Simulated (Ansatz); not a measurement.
Relaxation of C₂H₈FSbSi (13 atoms, charge 0, multiplicity 1), to a largest force component of 0.015 eV/Å in at most 40 steps.

These are results of RKS B3LYP-D4/def2-SVP (Ansatz), not measurements.

```xyz
13
Properties=species:S:1:pos:R:3
C -1.796 0.470 1.125
Si -0.229 0.832 0.241
F 0.917 1.254 1.363
C 0.379 -0.697 -0.671
Sb 2.161 -0.337 -1.731
H -2.160 1.447 1.651
H -1.690 -0.314 1.840
H -2.579 0.258 0.359
H -0.391 1.952 -0.676
H -0.477 -0.991 -1.375
H 0.440 -1.533 0.080
H 1.985 1.387 -1.546
H 1.248 -0.352 -3.208
```

**Question.** Where does it end, and by what steps?

**Answer.** The forces met the threshold. After 21 steps the energy has fallen by 0.361 eV; H13 moved furthest, 0.99 Å.

| step | energy less start (eV) | largest force component (eV/Å) | accepted |
| --- | --- | --- | --- |
| 0 | 0.0000 | 2.671 | yes |
| 1 | -0.2895 | 0.896 | yes |
| 2 | -0.3240 | 0.313 | yes |
| 3 | -0.3331 | 0.144 | yes |
| 4 | -0.3396 | 0.037 | yes |
| 5 | -0.3418 | 0.052 | yes |
| 6 | -0.3429 | 0.062 | yes |
| 7 | -0.3439 | 0.039 | yes |
| 8 | -0.3445 | 0.052 | yes |
| 9 | -0.3453 | 0.052 | yes |
| 10 | -0.3468 | 0.092 | yes |
| 11 | -0.3482 | 0.100 | yes |
| 12 | -0.3500 | 0.222 | yes |
| 13 | -0.3528 | 0.113 | yes |
| 14 | -0.3553 | 0.050 | yes |
| 15 | -0.3576 | 0.087 | yes |
| 16 | -0.3595 | 0.076 | yes |
| 17 | -0.3607 | 0.029 | yes |
| 18 | -0.3611 | 0.040 | yes |
| 19 | -0.3613 | 0.032 | yes |
| 20 | -0.3614 | 0.029 | yes |
| 21 | -0.3615 | 0.010 | yes |

```xyz
13
Properties=species:S:1:pos:R:3
C -1.830 0.458 1.340
Si -0.403 0.901 0.217
F 0.868 1.328 1.168
C 0.180 -0.519 -0.844
Sb 2.307 -0.295 -1.435
H -2.105 1.305 1.989
H -1.572 -0.398 1.985
H -2.717 0.183 0.747
H -0.720 2.087 -0.627
H -0.427 -0.601 -1.758
H 0.108 -1.474 -0.299
H 2.080 1.317 -2.005
H 2.038 -0.916 -3.025
```

The run took 88 s on 2 threads of Intel(R) Xeon(R) Platinum 8375C CPU @ 2.90GHz (Ice Lake) (shared host), peak memory 0.36 GiB.
